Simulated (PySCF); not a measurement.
**Which determinant of SiBr lies lowest?**

Unrestricted PBE0; basis Si pcseg-1, Br pcseg-1; no relativity; PySCF 2.14. Outer shells of the fragments: Si 3s2 3p2; Br 3d10 4s2 4p5.

Followed along the bond (rough minima from three points):

| 2Ms+1 | unpaired | ⟨S²⟩ at the start | R at minimum (Å) | Te (eV) |
| --- | --- | --- | --- | --- |
| 2 | π ↑ | 0.75 | 2.26 | 0.00 |
| 4 | σ ↑, π ↑↑ | 3.75 | 2.27 | 2.74 |

Solutions found at the starting distance of 2.230 Å, counted from the lowest of them; the search is not exhaustive and high or unbound solutions are not listed, so other states can lie among these:

| 2Ms+1 | unpaired | term | E (eV) | ⟨S²⟩ | ⟨Lz²⟩ | μ (D) |
| --- | --- | --- | --- | --- | --- | --- |
| 2 | π ↑ | ²Π | 0.00 | 0.75 | 1.01 | -0.79 |
| 4 | σ ↑, π ↑↑ | ⁴Σ⁻ | 2.75 | 3.75 | 0.00 | -0.85 |
| 2 | σ ↑ | ²Σ⁺ | 3.16 | 0.75 | 0.00 | -0.17 |
| 2 | σ ↑, π ↑↓ | mixed | 3.70 | 1.76 | 2.01 | -0.17 |
| 2 | σ ↓, π ↑↑ | mixed | 3.92 | 1.77 | 0.00 | 0.36 |
| 4 | π ↑↑↑ | ⁴Π | 4.60 | 3.76 | 1.00 | 4.18 |
| 4 | σ ↑↑, π ↑ | ⁴Π | 5.79 | 3.76 | 1.00 | -0.24 |

A term symbol is given only where ⟨S²⟩ and ⟨Lz²⟩ are close to those of a pure state; real π, δ and φ orbitals otherwise mix terms. A positive dipole means Si(−)Br(+).

Spin–orbit coupling is left out. Counting both spins, an empty level lies below a filled one in some of these solutions, because spin and occupation are held.
